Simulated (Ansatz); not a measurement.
Li18. The state is a triplet with charge 0. Geometry PBE0/def2-SVP, that of the neutral singlet; atoms count from 1.

Cartesian coordinates in Å:
```
Li -0.391 1.412 0.496
Li 3.627 -1.197 1.483
Li -0.919 -1.203 -0.318
Li -0.242 4.016 -0.115
Li 1.277 -3.065 -0.064
Li 0.555 -0.826 2.293
Li -1.966 -3.233 1.078
Li -0.783 2.555 2.879
Li -3.567 -0.925 -0.764
Li 1.641 1.973 -1.749
Li -1.634 -2.903 -2.261
Li 1.728 -0.286 -0.214
Li -2.899 2.380 0.267
Li 2.296 1.897 1.460
Li 1.031 -1.130 -2.714
Li -1.374 0.933 -2.107
Li 3.999 -0.254 -1.651
Li -2.379 -0.143 2.000
```

At PBE0/def2-TZVP a singlet of charge 0 lies 0.45 eV below the triplet at the same geometry. The structure comes from a short search, and lower isomers may exist.

Question: Estimate the Mulliken populations from the PBE0/def2-TZVP orbitals of Ansatz.

Answer: 
```csv
atom,charge (e),spin (α − β)
Li1,-1.15,0.21
Li2,0.07,0.07
Li3,-1.16,0.22
Li4,0.24,0.16
Li5,0.32,0.11
Li6,0.26,0.28
Li7,0.26,0.17
Li8,0.26,0.17
Li9,0.18,-0.04
Li10,0.15,0.18
Li11,0.24,0.17
Li12,-0.87,-0.21
Li13,0.18,-0.04
Li14,0.33,0.11
Li15,0.15,0.18
Li16,0.24,0.21
Li17,0.18,-0.03
Li18,0.13,0.08
```
Mulliken values and Mayer orders depend strongly on the basis.

Question: Where does the spin sit?

Answer: Summed by element: Li 2.00, of 2 unpaired in all. Largest on single atoms: Li6 0.28, Li3 0.22, Li12 -0.21.

Question: And the Mayer bond orders between bonded heavy atoms (over 0.3)?

Answer: Li1–Li4 0.44 (2.68 Å); Li1–Li8 0.42 (2.67 Å); Li1–Li13 0.42 (2.70 Å); Li2–Li12 0.42 (2.71 Å); Li3–Li7 0.42 (2.68 Å); Li3–Li9 0.42 (2.70 Å); Li3–Li11 0.44 (2.68 Å); Li12–Li17 0.39 (2.69 Å).
